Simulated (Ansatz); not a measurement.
Harmonic frequencies (cm⁻¹) at PBE0-D4/def2-TZVP from Ansatz: 42, 195, 234, 338, 402, 516, 521, 588, 720, 759, 947, 1223, 1261, 1292, 1913.

Task: Which molecule is it?
A. `O=C(Cl)C(F)(F)F`
B. `O=[N+]=O`
C. `O=[N+][O-]`•
D. `N=S=O`

Result: A.
